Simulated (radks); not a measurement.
Q: All-electron atom: the technetium ion Tc24+ in [Ar] 3d1. Calculated with a radial shooting solver on a logarithmic mesh with Libxc functionals: scalar-relativistic Kohn-Sham, r2SCAN, spin-polarised, spherical densities, finite nucleus; open shells are filled with parallel spins first (spin-orbit coupling, left out, can overturn this in heavy ions); meta-GGA in the generalised Kohn-Sham scheme; Fermi nuclear charge, rms radius 4.4112 fm. Some entries of the table are withheld. Estimate them.

| orbital | occ. | eigenvalue (eV) | <1/r> (bohr^-1) |
|---|---|---|---|
| 1s up | 1 | -21939.83 | 44.70 |
| 1s down | 1 | -21939.83 | 44.70 |
| 2s up | 1 | -4008.997 | 10.18 |
| 2s down | 1 | -4005.098 | 10.19 |
| 2p up | 3 | (1) | 9.851 |
| 2p down | 3 | (2) | 9.858 |
| 3s up | 1 | -1378.564 | (3) |
| 3s down | 1 | -1374.283 | (4) |
| 3p up | 3 | -1275.828 | (5) |
| 3p down | 3 | -1271.258 | (6) |
| 3d up | 1 | -1130.704 | 3.572 |
| 3d down | 0 | -1124.906 | 3.565 |

A: 
(1) 2p up eigenvalue (eV): -3698.076
(2) 2p down eigenvalue (eV): -3695.189
(3) 3s up <1/r> (bohr^-1): 3.887
(4) 3s down <1/r> (bohr^-1): 3.877
(5) 3p up <1/r> (bohr^-1): 3.747
(6) 3p down <1/r> (bohr^-1): 3.737
